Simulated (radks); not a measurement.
N3-, 10 electrons, occupied as [Ne]. Method: non-relativistic Kohn-Sham, LDA (Slater exchange, Perdew-Wang correlation), spin-polarised, spherical densities, point nucleus; Watson sphere of charge +3 and radius 2.66 bohr; computed with a radial shooting solver on a logarithmic mesh with Libxc functionals.

X-ray form factor f0, the Fourier transform of the density (f0(0) = 10):

sin(theta)/lambda (1/angstrom)  f0 (electrons)
0.05                                     9.338
0.1                                      7.785
0.15                                     6.112
0.2                                      4.762
0.25                                     3.801
0.3                                      3.143
0.4                                      2.362
0.5                                      1.944
0.6                                      1.704
0.8                                      1.442
1                                        1.250
1.25                                     1.027
1.5                                      0.823
2                                        0.511
